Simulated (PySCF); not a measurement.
Species: C6H10F3O2 (charge -1).
SMILES with atom numbers: `[CH3:1][O:2][C@@H:3]([C:4]([CH3:5])([CH3:6])[O-:7])[C:8]([F:9])([F:10])[F:11]` (hydrogens: H12, H13, H14 on C1; H15 on C3; H16, H17, H18 on C5; H19, H20, H21 on C6)

Computed geometry: GFN2-xTB, gas phase.

Problem. Give the optimised bond lengths and angles.

Solution. 
```tsv
bond	length (pm)
C1–O2	141.7
O2–C3	142.3
C3–C4	163.8
C4–C5	156.3
C4–C6	156.6
C4–O7	130.8
C3–C8	151.4
C8–F9	136.3
C8–F10, C8–F11	134.7
C1–H12, C1–H14	110.0
C1–H13	109.0
C3–H15	110.4
C5–H16, C5–H17, C5–H18	108.8
C6–H19, C6–H20, C6–H21	108.8
```

Bonds in one row agree within 1 pm and their mean is given. A selection of angles:
```tsv
angle	degrees
C1–O2–C3	111.8
O2–C3–C4	112.4
O2–C3–C8	104.5
C4–C3–C8	119.5
C3–C4–C5	106.6
C3–C4–C6	106.3
C3–C4–O7	108.9
C5–C4–C6	107.0
C5–C4–O7	114.3
C6–C4–O7	113.3
C3–C8–F9	112.4
C3–C8–F10	116.5
C3–C8–F11	113.4
F9–C8–F10	104.2
F10–C8–F11	105.4
```

Dihedral angles: C1–O2–C3–C4 66° (synclinal); O2–C3–C4–C5 48° (synclinal); O2–C3–C8–F9 44° (synclinal).

Of the pairs four or more bonds apart, O7···H12 is among the closest relative to their van der Waals radii: 1.94 Å, 71 % of the sum of Bondi's values. The C–O distances run from 1.308 Å (C4–O7, drawn single) to 1.423 Å (O2–C3, drawn single), a spread of 0.115 Å. The 4 C–C bonds span 1.514 Å (C3–C8, drawn single) to 1.638 Å (C3–C4, drawn single), a spread of 0.124 Å.

Point group: C1 (no symmetry element, even within 0.4 Å). No frequency check.

One conformer stands for the species.
